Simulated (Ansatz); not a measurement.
Mulliken charges of `[CH3][Sn]([F])([F])[SH]` from ωB97M-V/def2-TZVPP in Ansatz (PBE0-D4/def2-TZVP geometry).

| atom | x (Å) | y (Å) | z (Å) | charge (e) |
| --- | --- | --- | --- | --- |
| C1 | -1.013 | -0.875 | -0.866 | -0.595 |
| Sn2 | 0.479 | 0.125 | 0.239 | 1.224 |
| F3 | 1.176 | -1.037 | 1.589 | -0.475 |
| F4 | 2.033 | 0.379 | -0.846 | -0.475 |
| S5 | -0.030 | 2.199 | 1.264 | -0.317 |
| H6 | -0.577 | -1.790 | -1.266 | 0.169 |
| H7 | -1.847 | -1.115 | -0.209 | 0.164 |
| H8 | -1.349 | -0.235 | -1.680 | 0.163 |
| H9 | 1.217 | 2.304 | 1.757 | 0.143 |

**Question.** By hand: the dipole of these point charges (1 e Å = 4.8032 D).

**Answer.** Σ q r = (-0.772, 0.095, -0.217) e Å, of length 0.808 e Å = 3.88 D.

**Question.** How does the dipole of the full density compare? (Best estimate.)

**Answer.** Ansatz gave: (-0.646, 0.035, -0.208) e Å, 3.26 D; the point charges give 1.19 times that, at 4° from its direction.

Point charges leave out the atoms' own dipoles, such as those of lone pairs, and Mulliken's split depends on the basis, so the two needn't agree.
